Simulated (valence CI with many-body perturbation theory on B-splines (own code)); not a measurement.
The numbers below are computed, except where a source is named.
**Tb51+: magnetic and hyperfine properties of the levels**

Method: configuration interaction combined with many-body perturbation theory (CI+MBPT): four valence electrons over a frozen Dirac-Fock core [Ne], radial functions for each j: 11 s, 11 p, 10 d, 8 f, 5 g, 2 h, with the one-electron correlation potential Σ1 (screened to all orders), the two-electron term Σ2, the three-electron term Σ3, Breit, model QED; selected single and double excitations, second order for the rest, scaled by the run's own slope (own B-spline code, finite nucleus).

No measured spectrum was set against this ion. As an estimate, large intervals hold to a few tenths of a per cent, small ones and those within an open d or f shell to about a per cent. Among the levels kept, up to 590 cm⁻¹ of a level comes from second order outside the variational space, and about a tenth of that is noise between levels of different J, which matters for small intervals.

A/g_I is the dipole constant over the nuclear g factor μ/I (μ in nuclear magnetons, uniformly magnetised nucleus), B/Q the quadrupole constant per barn. Both hold the static response of the core; the bare values leave it out. Large factors of s and p1/2 electrons are usually good to 5 to 10 %; those of open d and f shells near neutrality can be off by tens of per cent, and small factors of p3/2, d and f electrons come from cancelling terms and can be off by a factor of two or in sign, in half-filled shells by more. B is blank for J = 1/2, where it vanishes, and for nearly pure S terms. Energies count from the lowest level. Levels with J = 0 are left out.

Levels are named by their leading jj configuration (3d3/2^4 stands for four electrons in 3d with j = 3/2), which in mixed levels can hold well under half, so a name can repeat and another be missing. Letters in brackets count levels of one name in rising energy.

```tsv
Level	E (Ry)	g	A/g_I (MHz)	A/g_I bare	B/Q (MHz/b)	B/Q bare
(3s^2 3p1/2 3p3/2) J=1	13.559	1.492	-84500	-79800	133000	131000
(3s^2 3p1/2 3p3/2) J=2	14.152	1.171	358000	353000	238000	234000
(3s 3p1/2^2 3p3/2) J=2	23.615	1.551	858000	843000	239000	235000
(3s 3p1/2^2 3p3/2) J=1	25.412	1.027	-542000	-526000	154000	152000
(3s^2 3p1/2 3d3/2) J=2	27.292	0.756	310000	306000	51900	53300
(3s^2 3p3/2^2) J=2	28.146	1.309	140000	140000	28700	28300
(3s^2 3p1/2 3d3/2) J=1	29.902	0.878	-237000	-228000	37600	38000
(3s^2 3p1/2 3d5/2) J=2	31.635	1.305	-78500	-73900	26400	27900
(3s^2 3p1/2 3d5/2) J=3	31.704	1.115	204000	202000	30900	33000
(3s 3p1/2 3p3/2^2) J=2 [a]	36.876	1.502	549000	540000	89900	88600
(3s 3p1/2^2 3d3/2) J=1	37.586	0.417	-681000	-662000	21100	21800
(3s 3p1/2 3p3/2^2) J=3	37.913	1.308	740000	726000	22800	22600
(3s 3p1/2^2 3d3/2) J=2	38.017	1.149	790000	775000	41000	42400
(3s 3p1/2 3p3/2^2) J=1 [a]	39.519	1.269	708000	695000	-197000	-194000
(3s 3p1/2 3p3/2^2) J=2 [b]	39.617	1.085	89000	90200	-22600	-22100
(3s 3p1/2 3p3/2^2) J=1 [b]	40.278	1.358	425000	419000	127000	125000
(3s 3p1/2^2 3d5/2) J=3	41.667	1.358	535000	526000	38500	40400
(3s 3p1/2^2 3d5/2) J=2	42.535	1.021	-436000	-423000	16700	18700
(3s^2 3p3/2 3d3/2) J=3	43.201	1.102	126000	127000	268000	266000
(3s^2 3p3/2 3d3/2) J=2	43.318	1.061	39100	41400	-25300	-24900
(3s^2 3p3/2 3d3/2) J=1	43.383	1.127	155000	155000	-125000	-124000
(3s^2 3p3/2 3d5/2) J=4	44.906	1.241	69800	70900	326000	324000
(3s^2 3p3/2 3d5/2) J=2	45.386	1.252	73500	74800	-174000	-171000
(3s^2 3p3/2 3d5/2) J=3	47.057	1.185	82600	83200	17500	19000
(3s^2 3p3/2 3d5/2) J=1	47.620	1.080	-19900	-16800	41900	42000
(3s 3p1/2 3p3/2 3d3/2) J=2 [a]	49.320	1.190	209000	208000	17700	17600
(3s 3p1/2 3p3/2 3d3/2) J=1 [a]	50.050	1.162	354000	349000	-124000	-123000
(3s 3p1/2 3p3/2 3d3/2) J=3 [a]	50.363	1.147	490000	482000	54900	54800
(3s 3p1/2 3p3/2 3d3/2) J=2 [b]	50.462	1.170	273000	270000	-44600	-44200
(3s 3p1/2 3p3/2 3d3/2) J=4	51.367	1.184	579000	569000	202000	201000
(3s 3p1/2 3p3/2 3d3/2) J=2 [c]	52.260	0.903	310000	306000	-82300	-80600
(3s 3p1/2 3p3/2 3d3/2) J=3 [b]	52.590	1.339	523000	515000	213000	210000
(3s 3p1/2 3p3/2 3d3/2) J=1 [b]	52.928	1.781	1230000	1210000	77100	76300
(3s 3p1/2 3p3/2 3d3/2) J=2 [d]	52.952	1.431	641000	631000	49900	47900
```

Q: Take the isotope of mass number 159, with I = 3/2, μ = 2.009 μN and Q = 1.432 b. What is the hyperfine structure of (3s^2 3p1/2 3p3/2) J=1?

A: From the table A = -113000 MHz, B = 191000 MHz. Shifts from the centre of gravity in MHz: F = 1/2: 521000, F = 3/2: -78000, F = 5/2: -122000.
